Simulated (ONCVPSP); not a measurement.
## Ce: excitation energies, all-electron against ONCV

* Element: Ce (Z = 58)
* Generator: ONCVPSP 4.0.1
* Type: optimised norm-conserving Vanderbilt (ONCV)
* Functional: LDA (Perdew-Zunger)
* Relativity: scalar-relativistic
* Frozen core: [Kr] 4d10 4f1
* Valence charge: 11
* Reference configuration: 5s2 5p6 5d1 6s2
* Partial waves: 5s+6s: rc 2.35 bohr, ncon 3, nbas 6, qcut 5.4 1/bohr, 2 projectors; 5p: rc 2.05 bohr, ncon 4, nbas 7, qcut 7.5 1/bohr, 2 projectors, debl 0.9 Ha; 5d: rc 2.05 bohr, ncon 4, nbas 7, qcut 5.4 1/bohr, local
* Local potential: the d channel
* Core correction: none

Energies are relative to the spin-unpolarised reference configuration 5s2 5p6 5d1 6s2; without spin polarisation the order of configurations can differ from experiment.

```csv
valence configuration,charge,ΔE all-electron (eV),error AE − PS (meV)
5s2 5p6 5d0 6s0,+3,36.955,-27
5s2 5p6 5d1 6s1 6p1,0,2.533,-0.2
```

Task: What are ΔE and the potential's error for 5s2 5p6 5d1 6s0?

Result: ΔE = 17.617 eV all-electron; the error (AE − PS) is -3.3 meV.

Task: What are ΔE and the potential's error for 5s2 5p6 5d1 6s1?

Result: ΔE = 6.270 eV all-electron; the error (AE − PS) is -1.3 meV.

Levels in the configuration 5s2 5p6 5d1 6s1:

| level | all-electron (eV) | pseudo (eV) |
| --- | --- | --- |
| 5s | -46.702 | -46.726 |
| 5p | -29.253 | -29.267 |
| 5d | -8.754 | -8.757 |
| 6s | -8.753 | -8.753 |
